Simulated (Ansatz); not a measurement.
The cluster Te₄Pb₂⁺, relaxed as a doublet with UKS PBE-D4/def2-SVP in Ansatz, starting from the GFN1-xTB geometry. Force threshold 0.03 eV/Å.

In the def2 sets Pb, Te take a core potential; there is no spin–orbit coupling. The relaxation made no stability test and no search for a lower SCF solution. Another isomer (doublet) lies 0.23 eV lower at PBE0-D4/def2-TZVP; other spin states weren't run for this one.

Start:

```xyz
6

Pb   -1.180    1.339    1.421
Pb    0.966   -1.693   -0.449
Te    1.708    0.764    1.016
Te   -1.699   -1.510    0.971
Te    1.588    0.988   -1.707
Te   -1.384    0.112   -1.253
```

```csv
step,energy (eV),largest force component (eV/Å),SCF passes
1,-39671.0365,1.360,21
2,-39671.3756,0.631,29
3,-39671.4771,0.195,24
4,-39671.4959,0.107,23
5,-39671.5042,0.177,28
6,-39671.5238,0.256,29
7,-39671.5442,0.080,24
8,-39671.5662,0.177,28
9,-39671.5682,0.312,28
10,-39671.5735,0.227,28
11,-39671.5907,0.043,24
12,-39671.5911,0.011,24
13 (rejected),-39671.5901,0.043,23
14,-39671.5906,0.029,23
```

Force components are those of the run's own axes.

End:

```xyz
6

Pb   -1.1543    1.5268    1.1160
Pb    1.1596   -1.5261   -1.1249
Te    1.7748    0.4646    1.1582
Te   -2.0204   -1.3029    1.4614
Te    2.0105    1.3156   -1.4522
Te   -1.7702   -0.4780   -1.1586
```

Bonds lost: Pb2–Te4, Te5–Te6 (atoms count from 1).

The force fell under the threshold at step 12, but the optimiser went on. No frequencies were taken in this run, so the end may be a saddle point.

It took 64 s on 4 threads of Arm Neoverse V2 on a shared host.
